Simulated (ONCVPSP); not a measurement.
Br (Z = 35): one change to an ONCV potential, before and after

ONCVPSP 4.0.1 input, shortened (lines: element, Z, core and valence counts, functional; n l f; lmax; l rc ep ncon nbas qcut; lloc lpopt rc5 dvloc0; l nproj debl; icmod fcfact rcfact), LDA (Perdew-Zunger), scalar-relativistic:

```
  Br 35.00    3    5        3      upf
    1    0    2.00
    2    0    2.00
    2    1    6.00
    3    0    2.00
    3    1    6.00
    3    2   10.00
    4    0    2.00
    4    1    5.00
    2
    0    1.00    0.00    4    7   10.90
    1    1.10    0.00    4    8   11.90
    2    0.70    0.00    4    8   23.80
    4    5    0.65   -1.00
    0    2    2.80
    1    2    1.80
    2    2    4.00
    3    2.00    1.25
```

Change: d: qcut 27.6.

Cutoffs: the cutoffs (Ha) at which the residual kinetic energy of the hardest occupied pseudo-wave falls to 1 and 0.1 mHa per electron; they do not see the model core or the augmentation charge, which bear on the density cutoff. Errors are all-electron minus pseudo energies relative to the spin-unpolarised reference configuration.

Task: What does the change do?

Result: The potential gets harder (216 Ha and 243 Ha → 251 Ha and 285 Ha); the errors of the 4 common tests hardly move; neither file shows a bound ghost. The waves are optimised to have the least kinetic energy above qcut, so the cutoff follows it (qcut²/2 in Ha).

```csv
quantity,base,changed
"cutoff, loose",216 Ha,251 Ha
"cutoff, tight",243 Ha,285 Ha
loose cutoff by channel,"s 47 Ha, p 59 Ha, d 216 Ha","s 47 Ha, p 59 Ha, d 251 Ha"
bound ghosts,none,none
GHOST(+) flags under 300 eV,none,none
"error for 3s2 3p6 3d10 4s2 4p4, meV [ΔE 12.71 eV]",-1.6,-1.6
"error for 3s2 3p6 3d10 4s2 4p3, meV [ΔE 35.65 eV]",-4.5,-4.5
"error for 3s2 3p6 3d10 4s2 4p2, meV [ΔE 69.87 eV]",-8.3,-8.3
"error for 3s2 3p6 3d10 4s1 4p5, meV [ΔE 25.75 eV]",-3.5,-3.4
s: phases at 1.01 bohr within 0.05 rad from the reference energy up to (Ha; the scan ends near 5),to the end of the scan,to the end of the scan
p: phases at 1.11 bohr within 0.05 rad from the reference energy up to (Ha; the scan ends near 5),to the end of the scan,to the end of the scan
d: phases at 0.71 bohr within 0.05 rad from the reference energy up to (Ha; the scan ends near 5),to the end of the scan,to the end of the scan
"rms error of d²Exc/dni dnj with the model core, mHa",2.05,2.06
```
